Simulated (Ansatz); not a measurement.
`[SiH3][GeH]([SiH3])[Cl]` + `C=C(O)F` → `C=C(F)O[SiH3]` + `[SiH3][GeH2][Cl]`  (cleavage of the Si–Ge bond)

Program: Ansatz. Geometries: PBE0-D4/def2-TZVP. ΔE: electronic, gas phase. CBS: MP2 limit from def2 TZ/QZ plus the TZ coupled-cluster correction, frozen cores. DFT in def2-TZVPP. B3LYP here is the variant with VWN-RPA as its local correlation; programs differ in this. For Ge outer-core shells are correlated without core-valence functions, which leaves a few kJ/mol of doubt a bond. Scalar relativity is left out up to krypton. One conformer a species, not always the lowest.

| level | ΔE (kJ/mol) | difference from CCSD(T)/CBS |
| --- | --- | --- |
| PBE-D4 | -40.7 | 20.4 |
| r2SCAN-D4 | -57.2 | 3.9 |
| PBE0-D4 | -46.6 | 14.5 |
| B3LYP-D4 | -61.1 | 0.0 |
| ωB97X-V | -63.0 | -1.9 |
| ωB97M-V | -63.4 | -2.3 |
| B2PLYP | -67.2 | -6.1 |
| PBE | -42.7 | 18.4 |
| r2SCAN | -57.8 | 3.3 |
| PBE0 | -48.7 | 12.4 |
| B3LYP | -64.5 | -3.4 |
| HF/def2-TZVPP | -86.4 | -25.3 |
| MP2/def2-TZVPP | -66.7 | -5.6 |
| SCS-MP2/def2-TZVPP | -72.4 | -11.3 |
| CCSD/def2-TZVPP | -66.2 | -5.1 |
| CCSD(T)/def2-TZVPP | -63.3 | -2.2 |
| HF/def2-QZVPP | -88.5 | -27.4 |
| MP2/def2-QZVPP | -66.2 | -5.1 |
| SCS-MP2/def2-QZVPP | -72.1 | -11.0 |
| HF/CBS(def2) | -88.8 | -27.7 |
| MP2/CBS(def2) | -64.5 | -3.4 |
| CCSD/CBS(def2) | -64.1 | -3.0 |
| CCSD(T)/CBS | -61.1 | 0 |

Largest T1 diagnostic among the species: 0.012.

The D4 term adds +3.4 kJ/mol with B3LYP and +2.1 kJ/mol with PBE0; it sums over pairs of atoms, weighted by their polarisabilities, and B3LYP, whose exchange is more repulsive, gets the larger term. From PBE to PBE0 (25 % exact exchange), in def2-TZVPP and without D4, ΔE moves by −6.0 kJ/mol.

CCSD(T)/CBS has its own doubt, a few kJ/mol and more with outer-core shells, so smaller differences from it don't rank the levels.
